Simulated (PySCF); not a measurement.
**Orbital picture of NiS**

PBE0 at R = 1.949 Å; PySCF, spin-free X2C with a Gaussian nucleus, basis sets Ni x2c-TZVPPall, S x2c-TZVPPall. State: triplet, unpaired electrons π ↑, δ ↑, a second solution, started from another occupation. Only the outer orbitals are listed, counted within each symmetry.

```tsv
spin	orbital	occ.	ε (eV)	on Ni (%)	main shells (%)
α	1δ	1	-11.20	94	94 Ni d
α	4π	1	-10.42	86	86 Ni d, 13 S p
α	4π	1	-10.28	91	91 Ni d, 8 S p
α	10σ	1	-10.02	77	76 Ni d, 19 S p
α	1δ	1	-9.75	100	100 Ni d
α	11σ	1	-7.57	53	46 S p, 31 Ni s, 21 Ni d
α	5π	1	-7.24	18	82 S p, 13 Ni d
α	5π	1	-6.46	16	84 S p, 9 Ni d
α	12σ	0	-2.79	84	53 Ni s, 27 Ni p, 16 S p
α	6π	0	0.67	92	88 Ni p
α	6π	0	0.79	94	90 Ni p
β	4π	1	-9.57	88	88 Ni d, 12 S p
β	10σ	1	-9.33	56	54 Ni d, 37 S p
β	1δ	1	-9.01	100	100 Ni d
β	4π	1	-7.89	76	74 Ni d, 23 S p
β	11σ	1	-7.20	66	39 Ni d, 34 S p, 26 Ni s
β	5π	1	-6.11	19	82 S p, 12 Ni d
β	5π	0	-3.36	34	66 S p, 24 Ni d, 10 Ni p
β	12σ	0	-2.80	97	44 Ni d, 42 Ni s, 11 Ni p
β	13σ	0	-2.15	87	56 Ni d, 17 Ni p, 15 Ni s
```

Q: Which are the highest filled and the lowest empty level, where do they sit, and how wide is the gap?

A: Highest filled β 5π at -6.11 eV (in %: 82 S p, 12 Ni d); lowest empty β 5π at -3.36 eV (in %: 66 S p, 24 Ni d, 10 Ni p); the gap at PBE0 is 2.75 eV. Both belong to one degenerate shell, split only by its one-sided filling, so this is no excitation gap.

```json
{
 "bond order (Mayer)": "1.77",
 "⟨S²⟩": "2.012",
 "charge on Ni (Mulliken, basis-dependent)": "0.43",
 "charge on Ni (Löwdin, basis-dependent)": "-0.10",
 "dipole moment (positive dipole means Ni(−)S(+))": "-4.40 D"
}
```
